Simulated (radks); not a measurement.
La I, 57 electrons, occupied as [Xe] 5d1 6s2.

Method: scalar-relativistic Kohn-Sham, PBEsol, spin-polarised, spherical densities, finite nucleus; open shells are filled with parallel spins first (spin-orbit coupling, left out, can overturn this in heavy ions); Fermi nuclear charge, rms radius 4.855 fm; hard spherical wall at 2.5 bohr; computed with a radial shooting solver on a logarithmic mesh with Libxc functionals.

Energy parts (Ry):
part                       energy
total                 -16955.2028
kinetic                18040.1371
electron-nucleus      -41346.1220
Hartree                 6756.0907
exchange-correlation    -405.3086

Orbitals (lengths in bohr, moments of r in powers of bohr; r(max) is where P^2 peaks):
orbital	occ.	eigenvalue (Ry)	<r^2>	<r>	r(max)	<1/r>
1s up	1	-2842.388	0.0008544	0.02508	0.01608	61.98
1s down	1	-2842.388	0.0008544	0.02508	0.01608	61.98
2s up	1	-449.1333	0.01363	0.1075	0.09098	14.27
2s down	1	-449.1233	0.01363	0.1075	0.09098	14.27
2p up	3	-402.1881	0.01085	0.09428	0.07315	13.55
2p down	3	-402.1802	0.01085	0.09428	0.07315	13.55
3s up	1	-93.02670	0.09317	0.2856	0.2606	5.163
3s down	1	-93.02123	0.09316	0.2855	0.2606	5.164
3p up	3	-78.03829	0.09322	0.2836	0.2550	4.894
3p down	3	-78.03228	0.09321	0.2836	0.2550	4.894
3d up	5	-56.46803	0.07999	0.2604	0.2102	4.641
3d down	5	-56.45944	0.07998	0.2604	0.2102	4.641
4s up	1	-16.03236	0.4908	0.6592	0.6103	2.134
4s down	1	-16.01696	0.4910	0.6593	0.6103	2.134
4p up	3	-11.20133	0.5603	0.7014	0.6384	1.961
4p down	3	-11.18699	0.5603	0.7014	0.6385	1.961
4d up	5	-4.24396	0.7234	0.7885	0.6789	1.682
4d down	5	-4.22868	0.7222	0.7881	0.6791	1.682
5s up	1	0.00940	2.200	1.421	1.421	0.9152
5s down	1	0.06252	2.194	1.419	1.418	0.9178
5p up	3	1.46862	2.391	1.483	1.533	0.8753
5p down	3	1.52709	2.386	1.481	1.530	0.8772
5d up	1	3.86679	2.590	1.534	1.683	0.8697
5d down	0	3.92907	2.588	1.533	1.682	0.8700
6s up	1	8.31279	2.646	1.517	1.984	0.9952
6s down	1	8.35258	2.650	1.518	1.984	0.9943
6p up	0	10.00288	2.586	1.492	2.015	1.018
6p down	0	10.04092	2.589	1.493	2.014	1.017
6d up	0	12.78029	2.472	1.445	2.053	1.057
6d down	0	12.81754	2.472	1.445	2.053	1.057
7s up	0	21.25435	2.521	1.459	2.164	1.121
7s down	0	21.29617	2.522	1.459	2.164	1.121

The highest occupied level is 6s down at 113.64 eV. The configuration is held as typed, so some empty levels lie below it. The density falls to 0.001 e/bohr^3 at r = 2.46 bohr. The pressure on the wall is 7910 GPa. The electron density at the nucleus is 3.648e+05 e/bohr^3 (large components only). Spin moment in Bohr magnetons: 1. The spin density at the nucleus is -1.077 e/bohr^3 (1s -0.040, 2s -0.375, 3s -0.073, 4s 0.586, 5s -1.512, 6s 0.338). Summed over all electrons, <r^2> = 39.82 bohr^2, which gives a Langevin (diamagnetic) susceptibility term of -31.5 x 10^-6 cm^3/mol.

Run on one thread of a shared host, so times are rough (Arm Neoverse N1): 0.29 s of CPU time, 0.29 s wall, 13 iterations on 1842 mesh points.
